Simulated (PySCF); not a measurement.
Stepwise substitution at one centre (B F-SiH3). Gas-phase values, no solvent. Strings in code marks are SMILES.

Quantity: vertical ionisation energy (energy after one electron is removed minus that of the parent at the parent's geometry), in eV.

A: `FB(F)[SiH3]`
B: `[SiH3]B([SiH3])[SiH3]`
C: `FB([SiH3])[SiH3]`

Problem. Rank these by vertical ionisation energy (energy after one electron is removed minus that of the parent at the parent's geometry) (lowest first), as B3LYP-D3(BJ)/def2-TZVP (PySCF) gives it.

Solution. C (9.48 eV), B (9.72 eV), A (11.54 eV)
